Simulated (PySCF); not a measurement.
## Fractional electron number in Lu⁺ (lutetium, charge +1)

The 6s beta orbital of [Xe] 4f14 6s2 is emptied in steps (occupation f), with all orbitals relaxed, ending at [Xe] 4f14 6s1. All numbers are calculated (PySCF 2.14, scalar relativity through the core potential, in def2-TZVP with the def2 core potential (28 electrons)). The exact energy is a straight line in f; departures are measured from the line between the end points of the same method.

```
  f  BHandHLYP (eV)  B3LYP (eV)
  1           0.000       0.000
0.9          -0.145      -0.226
0.7          -0.343      -0.530
0.5          -0.414      -0.635
0.3          -0.355      -0.536
0.1          -0.155      -0.231
  0           0.000       0.000
```

```
   method  E(f=0) − E(f=1) (eV)  −ε at f=1 (eV)  −ε at f=0.5 (eV)
BHandHLYP                13.860          12.254            13.826
    B3LYP                14.174          11.667            14.156
```

Orbital energy along the path (eV):

```tsv
f	BHandHLYP	B3LYP
1	-12.254	-11.667
0.9	-12.560	-12.158
0.7	-13.184	-13.151
0.5	-13.826	-14.156
0.3	-14.498	-15.179
0.1	-15.224	-16.226
0	-15.586	-16.720
```

Reference removal energy between the ground levels: 14.13 ± 0.05 eV (semi-empirical (NIST evaluation); NIST Atomic Spectra Database, ionization energies).
